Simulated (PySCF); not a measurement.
Working out the excitation energy of Sb⁺

Sb⁺ [Kr] 4d10 5s2 5p2 (3P) → Sb⁺ [Kr] 4d10 5s1 5p3 (5S). All numbers are calculated (PySCF 2.14, a scalar-relativistic core potential, in aug-cc-pVDZ-PP with ECP28MDF (5s4p3d, 32 functions)). Frozen: 4s2 4p6 4d10. Energies in hartree (1 hartree = 27.21139 eV):

```
             part  Sb⁺ (lower)  Sb⁺ (upper)
              UHF  -238.957245  -238.804627
MP2 opposite-spin    -0.030180     0.000000
    MP2 same-spin    -0.006092    -0.012178
```

**Question.** What does Hartree-Fock give?

**Answer.** (-238.804627) − (-238.957245) = 0.152618 hartree = 4.153 eV.

**Question.** What do MP2 and SCS-MP2 (6/5 opposite-spin, 1/3 same-spin) give?

**Answer.** The opposite-spin parts differ by 0.821 eV and the same-spin parts by -0.166 eV. MP2: 4.153 + (0.821) + (-0.166) = 4.808 eV. SCS-MP2: 4.153 + 1.2 × (0.821) + (-0.166)/3 = 5.083 eV.

Measured between the centres of the two terms (NIST): 5.897 eV, so MP2 (valence) is off by -1.089 eV.

A double-zeta basis recovers only part of the correlation energy.

What remains against the reference includes basis incompleteness, the frozen core and correlation beyond second order.
